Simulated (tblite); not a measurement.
Br$_{4}$Sn, singlet, at a GFN2-xTB geometry (such geometries of metal compounds can be far from the true shape); GFN1-xTB with ALPB(water) in tblite.

Here is a job for tblite.
```
$ tblite run mol.xyz --method gfn1 --charge 0 --spin 0 --alpb water --json tblite.json --no-restart

# file mol.xyz
5

Br    -0.91186099     2.25519566    -0.77092607
Sn    -0.00000000     0.00000000     0.00000000
Br    -1.75646102    -1.80817005    -0.39634669
Br     0.55773232     0.11338300     2.48752968
Br     2.11058968    -0.56040861    -1.32025692
```

The log (banner, timings and long lists left out):

```
xTB calculator
 | screened Coulomb repulsion
 | Coulomb electrostatics
 |  * isotropic Klopman-Ohno-Mataga-Nishimoto electrostatics
 |  * onsite third-order electrostatics
 | DFT-D3(BJ) dispersion correction
 | Interactions (3)
 | [1] alpb/gbsa reaction field model
 | [2] cds contribution to solvation
 | [3] empirical free energy shift and standard state/solvent correction

halogen bonding energy    0.0000000000000E+00 Eh
repulsion energy          1.7364634637652E-02 Eh
dispersion energy        -3.6809696165262E-03 Eh
interaction energy       -4.4001577479159E-03 Eh
number of electrons       3.2000000000000E+01 e
integral cutoff           2.8182813135037E+01 bohr

------------------------------------------------------------
  cycle        total energy    energy error   density error
------------------------------------------------------------
      1     -18.14694186812  -1.8156225E+01   2.5885098E-01
      2     -18.16729095074  -2.0349083E-02   1.1604738E-01
      3     -18.17029752103  -3.0065703E-03   8.0772106E-02
      4     -18.17247854629  -2.1810253E-03   3.9415740E-04
      5     -18.17247852174   2.4556037E-08   2.2809688E-04
      6     -18.17247857359  -5.1854045E-08   1.4753531E-04
      7     -18.17247860018  -2.6583372E-08   7.7747974E-07
------------------------------------------------------------

electronic energy        -1.8181762107449E+01 Eh
total energy             -1.8172478600176E+01 Eh

Post processing:
 | Mayer-Wiberg bond orders

[Info] JSON dump of results written to 'tblite.json'
```
